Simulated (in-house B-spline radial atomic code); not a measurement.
# Binding energies in Zn⁴⁺

NIST's tabulated ground configuration is [Ar] 3d8; each binding energy is the energy of the ion with one electron taken from that subshell, relaxed, less that of the parent. Level of theory: Dirac-Hartree-Fock, average of configuration, Fermi nucleus of rms radius 3.9283 fm; calculated with an all-electron radial atomic-structure program (B-spline basis). Energies include first-order Breit, QED and recoil terms.

```json
{"subshell": "1s", "X-ray name": "K", "binding energy (eV)": "9741", "-ε (eV)": "9803.1", "relaxation (eV)": "43.9"}
{"subshell": "2s", "X-ray name": "L1", "binding energy (eV)": "1281.7", "-ε (eV)": "1303.1", "relaxation (eV)": "19.9"}
{"subshell": "2p1/2", "X-ray name": "L2", "binding energy (eV)": "1127.2", "-ε (eV)": "1150.5", "relaxation (eV)": "21.8"}
{"subshell": "2p3/2", "X-ray name": "L3", "binding energy (eV)": "1103.9", "-ε (eV)": "1126.3", "relaxation (eV)": "21.5"}
{"subshell": "3s", "X-ray name": "M1", "binding energy (eV)": "219.4", "-ε (eV)": "223.6", "relaxation (eV)": "4.0"}
{"subshell": "3p1/2", "X-ray name": "M2", "binding energy (eV)": "168.8", "-ε (eV)": "172.8", "relaxation (eV)": "3.8"}
{"subshell": "3p3/2", "X-ray name": "M3", "binding energy (eV)": "165.6", "-ε (eV)": "169.4", "relaxation (eV)": "3.7"}
{"subshell": "3d", "X-ray name": "M4,5", "binding energy (eV)": "83.31", "-ε (eV)": "86.68", "relaxation (eV)": "3.37"}
```

Relaxation = -ε minus the binding energy without Breit, QED and recoil terms.

Emission lines follow as differences of binding energies, with λ = 12398.42 eV·Å / E:

```
 line       holes  energy (eV)  wavelength (Å)
 K-L3  1s → 2p3/2       8637.1          1.4355
 K-L2  1s → 2p1/2       8613.8          1.4394
 K-M3  1s → 3p3/2       9575.4          1.2948
L1-M3  2s → 3p3/2       1116.1          11.109
L3-M1  2p3/2 → 3s        884.5          14.017
```

Task: What screening constant σ does Moseley's law, E = (3/4)·13.6057 eV·(Z - σ)², need for K-L3?

Result: σ = 0.91.

Task: What does it cost to remove both a 2p1/2 and a 3d electron?

Result: 1241.4 eV, which is 30.88 eV more than the two single binding energies together.

Task: What does it cost to remove two 2s electrons?

Result: 2635.1 eV, which is 71.69 eV more than the two single binding energies together.

Task: What does it cost to remove both a 3s and a 3d electron?

Result: 329.4 eV, which is 26.64 eV more than the two single binding energies together.
